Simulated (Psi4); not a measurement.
sodium chloride (ClNa), singlet, at a GFN2-xTB geometry (such geometries of metal compounds can be far from the true shape). Base run: PBE/STO-3G (Psi4 1.11).

The Psi4 input:
```
memory 2 GB

molecule {
0 1
  Na   -0.00000000   -0.00000000   -1.36328114
  Cl    0.00000000    0.00000000    0.88212309
}

set basis sto-3g

energy('pbe')
print_variables()
```

Each row names what was changed in the base input (with any setting that the change needs).

| change | basis functions | E (Eh) | dipole (D) |
|---|---|---|---|
| base | 18 | -615.19673 | 8.54 |
| basis = cc-pVDZ-DK; relativity = none (with scf_type pk) | 36 | -621.88335 | 7.98 |
| basis = cc-pVTZ-DK; relativity = spin-free X2C (with scf_type pk) | 68 | -623.91196 | 7.97 |
| basis = cc-pVTZ-DK; relativity = none (with scf_type pk) | 68 | -621.85876 | 7.99 |
| basis = cc-pVDZ-DK; relativity = spin-free X2C (with scf_type pk) | 36 | -623.88583 | 7.95 |

Total energies compare only within one method and basis.

Basis sets contracted for a relativistic Hamiltonian are a mismatch without it, so the rows without relativity aren't non-relativistic limits. No row has spin-orbit coupling; sets with core potentials leave out the core electrons.
